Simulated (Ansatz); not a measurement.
Consider the ligand exchange at a Te–B bond: `CSB[TeH]` + `N[AsH2]` → `N[AsH][TeH]` + `BSC`.

Computed with Ansatz on PBE0-D4/def2-TZVP structures; ΔE is electronic, products minus reactants. CCSD(T)/CBS adds triple-zeta CCSD(T) − MP2 to the extrapolated MP2 energy (def2 sets, frozen cores). def2 core potentials past Kr. For As, Te outer-core shells are correlated without core-valence functions, which leaves a few kJ/mol of doubt a bond. Scalar relativity is left out up to krypton. One conformer a species, not always the lowest.

```
      species  CCSD(T)/CBS(def2) energy (Eh)
   `CSB[TeH]`                     -731.39177
    `N[AsH2]`                    -2292.09958
`N[AsH][TeH]`                    -2559.85306
        `BSC`                     -463.64092
```

Task: Work out ΔE.

Result: ΔE = (-2559.85306) + (-463.64092) − (-731.39177) − (-2292.09958) = -0.00263 Eh = -1.7 kcal/mol.

Task: What do rigid-rotor, harmonic-oscillator terms from PBE0-D4/def2-TZVP frequencies (298.15 K, 1 bar) make of the CCSD(T)/CBS value? (Best estimate.)

Result: The calculation gave: ΔZPE = +0.6 kcal/mol, ΔH = -1.1 kcal/mol, ΔS = 0 J/(mol·K), ΔG = -1.1 kcal/mol.

Largest T1 diagnostic among the species: 0.014.

Leaving LDA and LC-ωPBE aside and taking each functional with its dispersion term where it has one, the values, not all of them listed here, spread over 4.5 kcal/mol, from BLYP-D4 to B97M-V. LDA lies +1.4 kcal/mol from PBE without D4. At CCSD(T), def2-SVP lies +1.5 kcal/mol from the extrapolated value and def2-TZVPP +1.4 kcal/mol. In def2-TZVPP, CCSD(T) changes the Hartree–Fock value by +3.0 kcal/mol (the triples alone add +0.1 kcal/mol) and MP2 by +3.2 kcal/mol.
